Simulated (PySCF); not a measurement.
C6H14S2Si.
Geometry (GFN2-xTB, Å), atoms numbered from 1 in this order:
```xyz
23
C6H14S2Si angstrom
C     -1.304    0.927    1.048
C     -1.271   -0.339    0.187
C     -2.278   -0.206   -0.954
C     -1.632   -1.546    1.049
Si     0.461   -0.599   -0.564
S      1.985   -0.760    0.940
C      3.210    0.165   -0.040
C      2.610    1.436   -0.591
S      1.190    1.087   -1.686
H     -0.597    0.851    1.872
H     -2.300    1.070    1.466
H     -1.057    1.806    0.454
H     -2.294   -1.109   -1.559
H     -3.279   -0.042   -0.558
H     -2.023    0.631   -1.600
H     -0.906   -1.680    1.848
H     -2.615   -1.410    1.497
H     -1.652   -2.455    0.451
H      0.553   -1.765   -1.444
H      4.037    0.391    0.632
H      3.562   -0.484   -0.842
H      3.338    1.975   -1.197
H      2.259    2.083    0.214
```

NICS is the negative of the GIAO shielding at a point without a nucleus: at the ring centre (0) and 1 Å above and below it (1); zz is the component along the ring normal. Level: GIAO PBE0/pcSseg-1 (PySCF, non-relativistic, gas phase) on the GFN2-xTB geometry, one conformer.

Ring bond lengths (Å), with Mayer bond orders in brackets: Si5–S6 2.147 (0.97), S6–C7 1.822 (1.00), C7–C8 1.510 (1.01), C8–S9 1.826 (1.00), S9–Si5 2.153 (0.96).

Question: What do the NICS probes read (ppm)?

Answer: 
| ring | type | NICS(0) | NICS(1), two faces | NICS(1)zz, two faces | rms pucker (Å) | centre to ring atoms, mean (Å) |
| --- | --- | --- | --- | --- | --- | --- |
| Si5–S6–C7–C8–S9 | 5-membered ring with 2 S and Si; formal bonds all single | -9.2 | -5.2 / -5.3 | -4.0 / -2.6 | 0.24 | 1.56 |

Question: What can be read from them?

Answer: 
- Si5–S6–C7–C8–S9: mean NICS(1)zz -3.3 ppm, shielded. Si5, C7, C8 have four or more neighbours; no verdict on aromaticity is drawn.

Question: What is the mean of the two in-plane components of NICS at the first NICS(1) probe listed for ring Si5–S6–C7–C8–S9, 1 Å off the ring?

Answer: The isotropic value is a third of the trace: (3 × -5.2 − (-4.0))/2 = -5.8 ppm.
